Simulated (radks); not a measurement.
The bromine ion Br4+, configuration [Ar] 3d10 4s2 4p1.

All-electron calculation, scalar-relativistic Kohn-Sham, PBE, spin-unpolarised, spherical densities, finite nucleus; Fermi nuclear charge, rms radius 4.1629 fm. Program: a radial shooting solver on a logarithmic mesh with Libxc functionals.

Energy parts (eV):
| part | energy |
|---|---|
| total | -70808.223 |
| kinetic | 72344.449 |
| electron-nucleus | -169075.395 |
| Hartree | 28386.026 |
| exchange-correlation | -2463.303 |

Orbitals (lengths in bohr, moments of r in powers of bohr; <r^-3> diverges for s and p1/2; r(90%) holds 90 % of the orbital's charge):
| orbital | occ. | eigenvalue (eV) | <1/r> | <r^2> | r(90%) | <r^-3> |
|---|---|---|---|---|---|---|
| 1s | 2 | -13373.51 | 35.66 | 0.002461 | 0.0764 | - |
| 2s | 2 | -1787.777 | 7.898 | 0.04235 | 0.293 | - |
| 2p | 6 | -1583.376 | 7.730 | 0.03349 | 0.270 | 1357 |
| 3s | 2 | -292.1009 | 2.596 | 0.3489 | 0.820 | - |
| 3p | 6 | -227.4928 | 2.444 | 0.3711 | 0.859 | 197.4 |
| 3d | 10 | -120.5639 | 2.163 | 0.4228 | 0.962 | 23.49 |
| 4s | 2 | -67.3166 | 0.8853 | 2.557 | 2.19 | - |
| 4p | 1 | -52.2892 | 0.7782 | 3.245 | 2.48 | 23.71 |

The highest occupied level is 4p at -52.289 eV. For comparison, the ionisation energy in NIST's Atomic Spectra Database is 59.60 eV (measured). In exact Kohn-Sham theory the highest level is minus the ionisation energy, but local and semilocal functionals leave it too shallow, through self-interaction and a potential that decays too fast; potentials with the right tail come closer. The electron density at the nucleus is 4.501e+04 e/bohr^3 (large components only). The density falls to 0.001 e/bohr^3 at r = 3.04 bohr. Summed over all electrons, <r^2> = 15.80 bohr^2, which gives a Langevin (diamagnetic) susceptibility term of -12.5 x 10^-6 cm^3/mol.

Beside tabulated values, note that spin-unpolarised runs miss the spin-polarisation part of the exchange energy of open shells.
